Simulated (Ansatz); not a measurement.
Program: Ansatz. Geometries: PBE0-D4/def2-TZVP. ΔE: electronic, gas phase. CCSD(T)/CBS is the MP2 limit (def2-TZVPP, def2-QZVPP) plus CCSD(T) − MP2 in def2-TZVPP, frozen cores. This one scheme is used for every species, atoms too. DFT in def2-TZVPP. B3LYP here is the variant with VWN-RPA as its local correlation; programs differ in this. No spin–orbit coupling; open shells (•) take unrestricted orbitals. Spin–orbit coupling would lower the free atoms: a little for C, S; clearly for Ge. Bonds to Ge are less sure, by a few kJ/mol each and by 10 to 20 or more in all where they break to atoms, as the def2 sets lack core-valence functions. Scalar relativity is left out up to krypton.

`C1=[CH][GeH2][S]C1` → 3 C• + Ge• + 6 H• + S•  (atomization)

`C1=[CH][GeH2][S]C1`:

```xyz
11

C     0.623    0.731   -0.647
C     0.912    0.450    0.619
Ge   -0.308   -0.803    1.435
S    -1.541   -1.019   -0.397
C    -0.534    0.141   -1.384
H     1.234    1.425   -1.223
H     1.764    0.903    1.112
H     0.331   -2.136    1.872
H    -1.114   -0.239    2.621
H    -0.175   -0.392   -2.269
H    -1.191    0.941   -1.739
```

**Question.** What is ΔE at CCSD(T)/CBS? (Best estimate.)

**Answer.** The calculation gave: +4156.0 kJ/mol.

**Question.** What do these levels give: r2SCAN, PBE0, B3LYP, HF/def2-QZVPP, MP2/def2-QZVPP, MP2/CBS(def2)? (An estimate is asked.)

**Answer.** Computed: r2SCAN 4166.9, PBE0 4161.2, B3LYP 4086.2, HF/def2-QZVPP 3025.8, MP2/def2-QZVPP 4177.5, MP2/CBS(def2) 4218.5 kJ/mol.

Largest T1 diagnostic among the species: 0.012.

The D4 term adds +48.9 kJ/mol with B3LYP and +25.3 kJ/mol with PBE0; it sums over pairs of atoms, weighted by their polarisabilities, and B3LYP, whose exchange is more repulsive, gets the larger term. From PBE to PBE0 (25 % exact exchange), in def2-TZVPP and without D4, ΔE moves by −54.9 kJ/mol: exact exchange takes away binding that semilocal exchange gives to molecules.

For atomizations the MP2-based limit and the directly extrapolated one differ by several kJ/mol either way, and by 10 to 25 for some Ge, Se and Sn compounds, so smaller differences from it don't rank the levels.
